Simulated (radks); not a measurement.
Coulomb parameter of the 4d shell of the molybdenum ion Mo2+ in the model configuration [Kr] 4d2.5 5s1.5, as a second difference U = [E(n + 0.5) + E(n - 0.5) - 2 E(n)] / (0.5)^2 with all orbitals relaxed. "Bare": the charge of the atom changes with n. "Screened": the 5s shell takes up the change at fixed total charge, which measures U(4d,4d) + U(5s,5s) - 2 U(4d,5s). All-electron calculation, scalar-relativistic Kohn-Sham, PBE, spin-unpolarised, spherical densities, finite nucleus; Fermi nuclear charge, rms radius 4.4091 fm. Program: a radial shooting solver on a logarithmic mesh with Libxc functionals.

\begin{tabular}{lrr}
case & configuration & E - E(n) (eV) \\ \hline
start & [Kr] 4d2.5 5s1.5 & 0.000 \\
bare +0.5 & [Kr] 4d3 5s1.5 & -11.180 \\
bare -0.5 & [Kr] 4d2 5s1.5 & 14.184 \\
screened +0.5 & [Kr] 4d3 5s1 & -2.481 \\
screened -0.5 & [Kr] 4d2 5s2 & 2.876 \\
\end{tabular}

U(bare) = 12.017 eV, U(screened by 5s) = 1.580 eV, against the Slater integral F0(4d,4d) = 15.152 eV with frozen orbitals.
